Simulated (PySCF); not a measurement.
Isomers of C5H10N2O2Si, one GFN2-xTB conformer each. Single-point energies are computed at PBE0/pcSseg-1 (PySCF, gas phase, no added dispersion term), electronic only.

Problem. Rank them by PBE0/pcSseg-1 energy, lowest first (kJ/mol).
A. `[CH3:1][O:2][Si@@:3]([NH2:4])([OH:5])[n:6]1[cH:7][cH:8][cH:9][cH:10]1` with C1–O2–Si3–N4 -176°, O2–Si3–N4–H -76° and 57°, O2–Si3–O5–H -173°, O2–Si3–N6–C7 -127°
B. `[CH3:1]/[N:2]=[CH:3]/[C@@H:4]1[CH2:5][Si@H:6]([C:7]([NH2:8])=[O:9])[O:10]1` with N2–C3–C4–C5 78°, C5–Si6–C7–N8 -55°, Si6–C7–N8–H -177° and -1°
C. `[CH3:1][O:2][Si@@H:3]([OH:4])[n:5]1[cH:6][cH:7][c:8]([NH2:9])[cH:10]1` with C1–O2–Si3–O4 -174°, O2–Si3–O4–H -8°, O2–Si3–N5–C6 145°

Solution. A (0.0), C (119.7), B (325.5).

As drawn, the lowest has an aromatic ring and an O–H bond, which the highest lacks; the highest has a four-membered ring, a C=O bond and a C=N bond, which the lowest lacks. GFN2-xTB itself gives, in the same order: 0.0, 25.1, 340.5. Both levels put the same isomer lowest; measured from each level's own lowest isomer, the values differ by up to 94.6 kJ/mol (CO[Si@@H](O)n1ccc(N)c1: 25.1 against 119.7).

Problem. Which frontier levels, dipoles and rotational constants go with these structures?

Solution. 
```csv
SMILES,"HOMO (eV, PBE0/pcSseg-1)",LUMO (eV),dipole (D),"A, B, C (MHz)"
CO[Si@@](N)(O)n1cccc1,-6.10,0.77,1.44,"1826, 846.0, 781.9"
CO[Si@@H](O)n1ccc(N)c1,-5.33,0.82,1.50,"2011, 720.9, 623.4"
C/N=C/[C@@H]1C[Si@H](C(N)=O)O1,-6.58,-1.08,5.73,"1647, 925.8, 661.0"
```
